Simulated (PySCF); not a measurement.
C4H11Si (doublet state).
Numbering: `[CH3:1][SiH2:2][C:3]([CH3:4])[CH3:5]` (hydrogens: H6, H7, H8 on C1; H9, H10 on Si2; H11, H12, H13 on C4; H14, H15, H16 on C5)

Geometry (GFN2-xTB, Å), atoms numbered from 1 in this order:
```xyz
16
C4H11Si angstrom
C      2.2769   -0.6419    0.2598
Si     1.0471    0.7593   -0.0860
C     -0.6943    0.1787    0.1723
C     -1.0624   -1.1581    0.7090
C     -1.8349    1.0887   -0.1164
H      3.2917   -0.3041    0.0751
H      2.0987   -1.5027   -0.3777
H      2.2288   -0.9754    1.2920
H      1.2298    1.2263   -1.4734
H      1.3711    1.8957    0.7999
H     -1.7707   -1.6614    0.0446
H     -0.1930   -1.7959    0.8384
H     -1.5640   -1.0606    1.6771
H     -2.5370    0.6272   -0.8161
H     -1.4941    2.0306   -0.5371
H     -2.4015    1.3026    0.7948
```

The hyperfine couplings belong to this conformer and change with its torsions.

Computed, not measured: UKS B3LYP, pcH-1 on C H Si, non-relativistic, mean-field spin-orbit, GIAO (PySCF). Isolated species at its GFN2-xTB geometry (one conformer only). Couplings are sensitive to structure, and on GFN2-xTB geometries they can be far from those on DFT ones. The SCF solution wasn't tested for stability.

Problem. Break the g tensor into its mass correction, gauge correction and orbital-Zeeman/spin–orbit terms.

Solution. 
```tsv
Δg (ppm)	1	2	3
relativistic mass correction	-125	-125	-125
gauge correction	-5	22	26
orbital Zeeman/spin–orbit	-6	553	769
total	-136	450	670
```

So g = 2.00218, 2.00277, 2.00299 and g_iso = 2.00265; the tensor is rhombic: the two nearest values differ by 27 % of g3 − g1. Axes: g3 points within 13° of the Si2–C3 bond.

Problem. Average each term over the three axes. Which is largest in size?

Solution. The orbital-Zeeman/spin–orbit term 438, the mass correction -125 and the gauge correction 14 ppm, for a total of 328 ppm. The orbital-Zeeman/spin–orbit term is the largest in size. The mass correction is the same along every axis, so the anisotropy comes from the other two: their spans along these axes are 31 (gauge) and 775 ppm (orbital Zeeman/spin–orbit).

Problem. What are the electron Larmor frequencies g μB B/h along the three axes at 350 mT?

Solution. 9.8081, 9.8109, 9.8120 GHz for g1, g2 and g3, a range of 3.9 MHz.

Problem. In a frozen sample, at which fields do the three g values resonate at 9.5, 34, 94 and 263 GHz (hyperfine left aside), and which band first spreads them over more than twice a line width of 0.5 mT?

Solution. 
```json
{"band": "X", "GHz": "9.5", "B(g3) mT": "338.87", "B(g2) mT": "338.91", "B(g1) mT": "339.01", "spread mT": "0.14"}
{"band": "Q", "GHz": "34.0", "B(g3) mT": "1212.80", "B(g2) mT": "1212.93", "B(g1) mT": "1213.29", "spread mT": "0.49"}
{"band": "W", "GHz": "94.0", "B(g3) mT": "3353.03", "B(g2) mT": "3353.40", "B(g1) mT": "3354.38", "spread mT": "1.35"}
{"band": "J", "GHz": "263.0", "B(g3) mT": "9381.36", "B(g2) mT": "9382.39", "B(g1) mT": "9385.13", "spread mT": "3.78"}
```

The spread grows in proportion to the frequency. W band is the first where it exceeds 1.0 mT.

The largest Mulliken spin populations are on C3 (+0.95), C4 (-0.08) and C5 (-0.08). No atom but C3 exceeds +0.15. The positive populations add up to 1.19 and the negative ones to -0.19, together 2S = 1. The angles at C3 add up to 360.0°, so it is planar.

The HOMO–LUMO gaps are 6.29 eV among the α and 6.38 eV among the β orbitals.
